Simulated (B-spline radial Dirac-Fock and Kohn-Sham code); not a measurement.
# Isotope-shift constants of the inner levels of Au

System: the free gold atom in the configuration [Xe] 4f14 5d10 6s1.

Input file task.json (cfg lists n, l and occupation; rrms is the nuclear radius in fm):

```json
{"items": [{
  "Z": 79,
  "q": 0,
  "cfg": [[1, 0, 2], [2, 0, 2], [2, 1, 6], [3, 0, 2], [3, 1, 6], [3, 2, 10], [4, 0, 2], [4, 1, 6], [4, 2, 10], [4, 3, 14], [5, 0, 2], [5, 1, 6], [5, 2, 10], [6, 0, 1]],
  "A": 197,
  "rrms": 5.4371,
  "do": "isoshift",
  "isotopes": [[183, 182.967588106, 5.4247], [184, 183.967451523, 5.4306], [185, 184.965798871, 5.4296], [186, 185.965952703, 5.4354], [187, 186.964542147, 5.4018], [188, 187.965247966, 5.4049], [189, 188.963948286, 5.4084], [190, 189.964751746, 5.4109], [191, 190.963716452, 5.4147], [192, 191.964817615, 5.4179], [193, 192.964138442, 5.4221], [194, 193.965419051, 5.4252], [195, 194.965037823, 5.4298], [196, 195.966571213, 5.4332], [197, 196.966570103, 5.4371], [198, 197.968243714, 5.44], [199, 198.968766573, 5.4454]]
}]}
```

Launch: `python xray2_run.py task.json out`

The computed values come from an atomic code on a B-spline grid: first-order field-shift and mass-shift constants from Dirac-Fock ground and hole states with a Fermi nucleus; the mass shift has no relativistic recoil terms. A binding energy shifts by δE = F·δ⟨r²⟩ + (K_N + K_S)·δ(1/M); F is taken for a change of radius at fixed skin thickness and so holds the higher radial moments.

```
     level  F (meV/fm²)
    K (1s)        -1291
   L1 (2s)       -191.9
L2 (2p1/2)       -4.744
L3 (2p3/2)        7.505
   M1 (3s)       -43.84
M2 (3p1/2)       -1.146
M3 (3p3/2)        2.095
M4 (3d3/2)        1.951
M5 (3d5/2)        1.842
```

The mass shift is not given and not included below: at this Z its relativistic corrections are large. It matters little for K lines but can be comparable with the field shift of L lines.

Field shifts alone in meV from A = 197 (mass 196.9666 u, rms radius 5.4371 fm); radii from Angeli and Marinova (2013).

| A | mass (u) | radius (fm) | Kα1 | Kα2 | Kβ1 | Lα1 |
| --- | --- | --- | --- | --- | --- | --- |
| 183 | 182.9676 | 5.4247 | +175.0 | +173.3 | +174.2 | -0.8 |
| 184 | 183.9675 | 5.4306 | +91.8 | +90.9 | +91.4 | -0.4 |
| 186 | 185.9660 | 5.4354 | +24.0 | +23.8 | +23.9 | -0.1 |
| 189 | 188.9639 | 5.4084 | +404.3 | +400.5 | +402.6 | -1.8 |
| 190 | 189.9648 | 5.4109 | +369.2 | +365.7 | +367.7 | -1.6 |
| 192 | 191.9648 | 5.4179 | +270.7 | +268.2 | +269.6 | -1.2 |
| 193 | 192.9641 | 5.4221 | +211.6 | +209.6 | +210.7 | -0.9 |
| 194 | 193.9654 | 5.4252 | +167.9 | +166.3 | +167.2 | -0.7 |
| 196 | 195.9666 | 5.4332 | +55.1 | +54.6 | +54.8 | -0.2 |
| 198 | 197.9682 | 5.44 | ? | ? | ? | ? |

**Question.** What are the shifts for A = 198?

**Answer.** Kα1 -41.0 meV; Kα2 -40.6 meV; Kβ1 -40.8 meV; Lα1 +0.2 meV.
